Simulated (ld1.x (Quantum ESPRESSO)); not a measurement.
# What one change does to a pseudopotential (silver (Ag), ultrasoft)

```
Element                 : silver
Generator               : ld1.x (Quantum ESPRESSO) 7.5
Type                    : ultrasoft
Functional              : Wu–Cohen
Relativity              : scalar-relativistic
Frozen core             : [Kr]
Valence charge          : 11
Reference configuration : 4d9 5s0 5p0 (charge +2)
Partial waves           : 5s (bound, empty): rcut 1.95, rcutus 2.10 bohr; 5s channel at 0.05 Ry: rcut 1.95, rcutus 2.10 bohr; 5p (bound, empty): rcut 2.45, rcutus 2.75 bohr; 5p channel at 3.8 Ry: rcut 2.45, rcutus 2.75 bohr; 4d (bound): rcut 1.90, rcutus 2.20 bohr; 4d channel at 1.35 Ry: rcut 1.90, rcutus 2.20 bohr
Local potential         : all-electron potential smoothed inside 2.10 bohr (lloc = -1)
Core correction         : none
Augmentation charge     : PSQ, radius 1.60 bohr
```

All-electron outer shells of the reference configuration (Wu–Cohen, scalar-relativistic, ld1.x):

```tsv
shell	level (eV)	outermost node (bohr)	outermost maximum (bohr)
4p	-80.96	0.44	0.87
4d	-28.90	0.43	1.03
5s	-20.71	1.09	2.20
5p	-14.20	1.22	2.65
```

Change: wave 5p channel at 3.8 Ry: rcut 2.45, rcutus 2.75 bohr becomes 5p channel at 0.33 Ry: rcut 2.45, rcutus 2.75 bohr.

Cutoffs: the cutoffs (Ry, on a coarse ladder) from which the occupation-weighted sum of valence levels, in a spherical-Bessel basis at the reference potential, stays within 10 and 1 mRy of its value at 400 Ry; they do not see the model core or the augmentation charge, which bear on the density cutoff. Errors are all-electron minus pseudo energies relative to the spin-unpolarised reference configuration.

What does the change do?

The potential gets neither clearly harder nor softer (21 Ry and 35 Ry → 21 Ry and 35 Ry); of the 7 tests that both files solve, the error grows in 0 and shrinks in 1 by more than 15 % and 0.3 meV (median size 36.8 → 36.8 meV); the range in which the p phases agree narrows (upper end at the end of the scan → 2.5); neither file shows a bound ghost.

| quantity | base | changed |
| --- | --- | --- |
| cutoff, loose | 21 Ry | 21 Ry |
| cutoff, tight | 35 Ry | 35 Ry |
| bound ghosts | none | none |
| error for 4d10 5s1 5p0, meV [ΔE -29.86 eV] | +22 | +22 |
| error for 4d10 5s0 5p0, meV [ΔE -22.13 eV] | -14 | -14 |
| error for 4d8 5s0 5p0, meV [ΔE 36.20 eV] | -42 | -42 |
| error for 4d9 5s1 5p0, meV [ΔE -16.69 eV] | +37 | +37 |
| error for 4d7 5s0 5p0, meV [ΔE 87.92 eV] | -228 | -228 |
| error for 4d9 5s2 5p0, meV [ΔE -25.81 eV] | +84 | +84 |
| error for 4d10 5s0 5p1, meV [ΔE -25.89 eV] | +9.0 | +6.1 |
| s: phases at 2.98 bohr within 0.05 rad from the reference energy up to (Ry; the scan ends near 5) | 0.9 | 0.9 |
| p: phases at 2.98 bohr within 0.05 rad from the reference energy up to (Ry; the scan ends near 5) | to the end of the scan | 2.5 |
| d: phases at 2.98 bohr within 0.05 rad from the reference energy up to (Ry; the scan ends near 5) | 4.2 | 4.2 |
| lowest overlap eigenvalue by channel | s 0.51, p 0.80, d 0.85 | s 0.51, p 0.51, d 0.85 |
